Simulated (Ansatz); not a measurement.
Gas-phase electronic energies from Ansatz, PBE0-D4/def2-TZVP geometries. CCSD(T)/CBS is the MP2 limit (def2-TZVPP, def2-QZVPP) plus CCSD(T) − MP2 in def2-TZVPP, frozen cores. This one scheme is used for every species. DFT in def2-TZVPP. B3LYP here is the variant with VWN-RPA as its local correlation; programs differ in this. For As outer-core shells are correlated without core-valence functions, which leaves a few kJ/mol of doubt a bond. Scalar relativity is left out up to krypton. One conformer a species, not always the lowest.

`C[SiH2][SiH2][SiH3]` + arsine → `C[SiH2][SiH2][AsH2]` + SiH₄  (cleavage of the Si–Si bond)

| level | ΔE (kJ/mol) | difference from CCSD(T)/CBS |
| --- | --- | --- |
| r2SCAN-D4 | -23.3 | 4.6 |
| B3LYP-D4 | -26.5 | 1.4 |
| ωB97X-V | -24.0 | 3.9 |
| B2PLYP | -27.4 | 0.5 |
| r2SCAN | -22.9 | 5.0 |
| HF/def2-TZVPP | -29.1 | -1.2 |
| CCSD(T)/def2-TZVPP | -26.5 | 1.4 |
| MP2/def2-QZVPP | -35.3 | -7.4 |
| SCS-MP2/def2-QZVPP | -33.2 | -5.3 |
| MP2/CBS(def2) | -36.1 | -8.2 |
| CCSD(T)/CBS | -27.9 | 0 |

Largest T1 diagnostic among the species: 0.012.

The D4 term adds −3.0 kJ/mol with B3LYP and −1.6 kJ/mol with PBE0; it sums over pairs of atoms, weighted by their polarisabilities, and B3LYP, whose exchange is more repulsive, gets the larger term.

CCSD(T)/CBS has its own doubt, a few kJ/mol and more with outer-core shells, so smaller differences from it don't rank the levels.
